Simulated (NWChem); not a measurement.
All runs are NWChem calculations. System: C3H5O, charge 0, spin multiplicity 2, at a geometry optimised with UPBE0/def2-SVP. The structure started from a generated list of species. Its SCF solution wasn't tested for a lower state.

The NWChem input:

```
start mol
memory heap 200 mb stack 700 mb global 1700 mb
geometry units angstroms nocenter noautoz noautosym
  C      0.628235    -1.282181    -0.015754
  C     -0.134072    -0.057685    -0.003789
  C      0.616645     1.255467    -0.009993
  O     -1.360817    -0.091934     0.025605
  H      1.720857    -1.291483    -0.045082
  H      0.082759    -2.228354     0.007920
  H      1.057962     1.436940     0.983764
  H     -0.081398     2.071188    -0.236088
  H      1.441513     1.253580    -0.738137
end
basis spherical
  * library def2-svpd
end
basis "ri basis" bse spherical
  * library def2-svpd-rifit
end
dft
  xc pbe0
  odft
  mult 2
  iterations 100
  direct
  tolerances tight
end
task dft energy
gw
  evgw 6
  states alpha occ -1 vir -1
  states beta occ -1 vir -1
end
task dft gw
```

The output up to the point where the run's verdict is printed (cleaned and shortened):

```
             Northwest Computational Chemistry Package (NWChem) 7.3.0
             --------------------------------------------------------

                                NWChem Input Module
                                -------------------

 Scaling coordinates for geometry "geometry" by  1.889725989
 (inverse scale =  0.529177249)

                             Geometry "geometry" -> ""
                             -------------------------

 Output coordinates in angstroms (scale by  1.889725989 to convert to a.u.)

  No.       Tag          Charge          X              Y              Z
 ---- ---------------- ---------- -------------- -------------- --------------
    1 C                    6.0000     0.62823500    -1.28218100    -0.01575400
    2 C                    6.0000    -0.13407200    -0.05768500    -0.00378900
    3 C                    6.0000     0.61664500     1.25546700    -0.00999300
    4 O                    8.0000    -1.36081700    -0.09193400     0.02560500
    5 H                    1.0000     1.72085700    -1.29148300    -0.04508200
    6 H                    1.0000     0.08275900    -2.22835400     0.00792000
    7 H                    1.0000     1.05796200     1.43694000     0.98376400
    8 H                    1.0000    -0.08139800     2.07118800    -0.23608800
    9 H                    1.0000     1.44151300     1.25358000    -0.73813700

 Effective nuclear repulsion energy (a.u.)     111.9446176338

            Nuclear Dipole moment (a.u.)
            ----------------------------
        X                 Y               Z
 ---------------- ---------------- ----------------
     0.0000094486     0.0000094486     0.0000018897


 Summary of "ao basis" -> "" (spherical)
 ------------------------------------------------------------------------------
       Tag                 Description            Shells   Functions and Types
 ---------------- ------------------------------  ------  ---------------------
 *                         def2-svpd                  on all atoms

 new library libraries.bse/

 Summary of "ri basis" -> "" (spherical)
[...]
 d= 0,ls=0.5,diis    75   -192.0917779307 -6.29D-04  8.15D-05  3.47D-04   239.4
                                                     1.49D-04  6.58D-04
 d= 0,ls=0.5,diis    76   -192.0924525197 -6.75D-04  9.96D-05  3.02D-04   243.0
                                                     1.14D-04  6.74D-04
 d= 0,ls=0.5,diis    77   -192.0926617436 -2.09D-04  3.19D-05  5.91D-04   246.7
                                                     7.54D-05  7.96D-04
 d= 0,ls=0.5,diis    78   -192.0928888315 -2.27D-04  1.60D-04  7.91D-04   250.8
                                                     1.18D-04  9.04D-04
 d= 0,ls=0.5,diis    79   -192.0923238788  5.65D-04  6.73D-05  1.84D-03   254.5
                                                     5.07D-05  1.47D-03
 d= 0,ls=0.5,diis    80   -192.0922137657  1.10D-04  8.27D-05  2.02D-03   258.4
                                                     6.65D-05  1.61D-03
 d= 0,ls=0.5,diis    81   -192.0918107373  4.03D-04  3.13D-05  2.43D-03   262.5
                                                     2.46D-05  1.88D-03
 d= 0,ls=0.5,diis    82   -192.0917048413  1.06D-04  9.42D-05  2.47D-03   266.7
                                                     1.01D-04  1.93D-03
 d= 0,ls=0.5,diis    83   -192.0911234367  5.81D-04  3.73D-05  2.85D-03   270.4
                                                     3.80D-05  2.19D-03
 d= 0,ls=0.5,diis    84   -192.0910563200  6.71D-05  1.16D-04  2.62D-03   274.1
                                                     1.27D-04  2.02D-03
 d= 0,ls=0.5,diis    85   -192.0903140035  7.42D-04  1.46D-04  3.26D-03   277.5
                                                     1.03D-04  2.36D-03
 d= 0,ls=0.5,diis    86   -192.0908267479 -5.13D-04  7.76D-05  2.27D-03   280.7
                                                     5.47D-05  1.78D-03
 d= 0,ls=0.5,diis    87   -192.0911070133 -2.80D-04  2.53D-04  1.92D-03   283.8
                                                     2.53D-04  1.57D-03
 d= 0,ls=0.5,diis    88   -192.0924522759 -1.35D-03  1.35D-04  7.68D-04   286.9
                                                     1.90D-04  9.04D-04
 d= 0,ls=0.5,diis    89   -192.0933945076 -9.42D-04  1.66D-04  5.57D-04   289.9
                                                     1.36D-04  8.12D-04
 d= 0,ls=0.5,diis    90   -192.0931347976  2.60D-04  7.58D-05  1.30D-03   292.8
                                                     1.02D-04  1.22D-03
 d= 0,ls=0.5,diis    91   -192.0935516661 -4.17D-04  6.04D-05  1.27D-03   295.7
                                                     9.97D-05  1.25D-03
 d= 0,ls=0.5,diis    92   -192.0940154340 -4.64D-04  2.07D-05  1.10D-03   298.7
                                                     6.41D-05  1.18D-03
 d= 0,ls=0.5,diis    93   -192.0942837651 -2.68D-04  2.89D-04  1.19D-03   301.7
                                                     1.98D-04  1.24D-03
 d= 0,ls=0.5,diis    94   -192.0930546182  1.23D-03  1.49D-04  2.83D-03   304.7
                                                     1.21D-04  2.15D-03
 d= 0,ls=0.5,diis    95   -192.0922287520  8.26D-04  8.13D-05  3.55D-03   307.8
                                                     1.00D-04  2.60D-03
 d= 0,ls=0.5,diis    96   -192.0915900151  6.39D-04  6.83D-05  3.97D-03   311.0
                                                     7.83D-05  2.87D-03
 d= 0,ls=0.5,diis    97   -192.0912944386  2.96D-04  4.93D-05  3.92D-03   314.5
                                                     7.70D-05  2.79D-03
 d= 0,ls=0.5,diis    98   -192.0910387029  2.56D-04  6.56D-05  3.71D-03   318.7
                                                     7.53D-05  2.63D-03
 d= 0,ls=0.5,diis    99   -192.0912155566 -1.77D-04  2.71D-05  3.24D-03   322.9
                                                     3.30D-05  2.24D-03
 d= 0,ls=0.5,diis   100   -192.0911105576  1.05D-04  1.58D-04  3.27D-03   326.9
                                                     1.37D-04  2.22D-03
```

The run did not converge; its last values are not results. The next line reads: Calculation failed to converge. NWChem stopped with the message: dft energy failed.
